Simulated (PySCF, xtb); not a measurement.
Pair of molecules: H2O (SMILES O) (first 3 atoms) with ClH3Si (SMILES [SiH3]Cl); geometry from B3LYP-D3(BJ)/def2-TZVP, rigid monomers moved along the line of their centres of mass till O1···Si4 is 4.47 Å.
(charge 0, multiplicity 1):
```tsv
atom	x (Å)	y (Å)	z (Å)
O	0.1941	-0.2430	-0.1529
H	1.1184	-0.3253	-0.4101
H	0.1356	0.5998	0.3130
Si	-0.4214	-0.9721	4.2114
Cl	-0.1435	1.0926	4.1927
H	-0.6502	-1.3436	5.6229
H	0.8057	-1.6156	3.7126
H	-1.5988	-1.2998	3.3933
```

Counterpoise-corrected where a basis set is named; no monomer relaxation. Rows marked so take none.

Rows in 3-21G, 6-31G* carry no dispersion term and start afresh at each structure (6-31G* with six Cartesian d functions).

Run with PySCF for 3-21G rows, 6-31G* rows; xtb for the GFN methods. Values without a source in brackets are computed.

Problem. One of these levels gives -68.8 meV for the interaction energy. Which one is it?
(A) BP86/6-31G* (no counterpoise)
(B) GFN1-xTB
(C) HF/3-21G (no counterpoise)

Solution. A, BP86/6-31G* (no counterpoise). The others give -26.9 (GFN1-xTB), -82.9 (HF/3-21G (no counterpoise))
